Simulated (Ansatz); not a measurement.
Computed with Ansatz on PBE0-D4/def2-TZVP structures; ΔE is electronic, products minus reactants. CBS: MP2 limit from def2 TZ/QZ plus the TZ coupled-cluster correction, frozen cores. This one scheme is used for every species. Functionals use def2-TZVPP. Open shells (•) are unrestricted, without spin–orbit coupling.

Consider the homolysis of the Si–Si bond: `F[Si](F)(F)[SiH3]` → `F[Si](F)F`• + `[SiH3]`•.

`F[Si](F)(F)[SiH3]`:

Cartesian coordinates in Å:
```
F -2.227 -0.283 -0.212
Si -0.857 -0.461 0.558
F -0.650 -2.014 0.777
F -1.045 0.185 1.989
Si 0.921 0.496 -0.600
H 1.034 -0.159 -1.927
H 0.656 1.947 -0.766
H 2.166 0.289 0.181
```

`F[Si](F)F`•:

Cartesian coordinates in Å:
```
F 0.195 -0.854 -1.197
Si -0.071 -0.322 0.268
F -1.314 0.654 0.214
F 1.190 0.522 0.714
```

`[SiH3]`•:

Z-matrix (Å, degrees):
```
Si
H 1 1.486
H 1 1.486 2 111.3
H 1 1.486 2 111.3 3 124.6
```

```csv
level,ΔE (eV)
LDA (SPW92),3.96
PBE-D4,3.53
BLYP,3.30
CCSD/CBS(def2),3.69
```

Problem. What does CCSD(T)/CBS give? (Best estimate.)

Solution. Ansatz gave: +3.74 eV. The listed levels differ from it by 0.22, -0.21, -0.44, -0.05 eV.

Largest T1 diagnostic among the species: 0.015.

Leaving LDA and LC-ωPBE aside and taking each functional with its dispersion term where it has one, the values, not all of them listed here, spread over 0.37 eV, from r2SCAN-D4 to ωB97X-V. LDA lies +0.50 eV from PBE without D4, its usual overbinding. From BLYP to BHLYP (50 % exact exchange), in def2-TZVPP and without D4, ΔE moves by +0.20 eV.
